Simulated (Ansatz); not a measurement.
A structure relaxed at PBE-D4/def2-SVP in Ansatz, charge -1, singlet:

```xyz
25

As    2.143   -0.298    0.433
As   -1.191   -1.927    1.258
As   -0.490    2.428    0.767
As   -0.798   -0.102   -2.055
Al    1.923    1.981    1.428
Al    1.265   -2.133    1.881
Al    1.693   -0.500   -2.041
Al   -2.224   -1.895   -1.064
Al   -1.560    2.217   -1.529
H     3.654   -0.529    0.532
H    -1.737   -0.710    2.005
H    -1.957   -2.964    2.082
H    -0.860    3.808    1.314
H    -1.370    1.643    1.739
H    -1.158   -0.212   -3.540
H     1.990    1.972    3.040
H     2.780    3.079    0.617
H     1.396   -1.808    3.456
H     1.703   -3.589    1.345
H     1.990   -2.015   -2.510
H     2.427    0.711   -2.813
H    -1.888   -3.346   -1.681
H    -3.767   -1.453   -0.902
H    -0.809    3.319   -2.434
H    -3.157    2.323   -1.331
```

**Question.** Give its formula and point group.

**Answer.** Al5As4H16⁻, a cluster cut from zinc blende AlAs (hydrogen-capped). Point group C2v (tolerance 0.1 Å).

**Question.** Summarise the bond lengths by kind (pairs closer than 1.2 times the sum of covalent radii, bridged metal pairs left out).

**Answer.** 10 × Al–As 2.50 to 2.54 Å; 10 × Al–H 1.61 Å; 6 × As–H 1.53 Å.
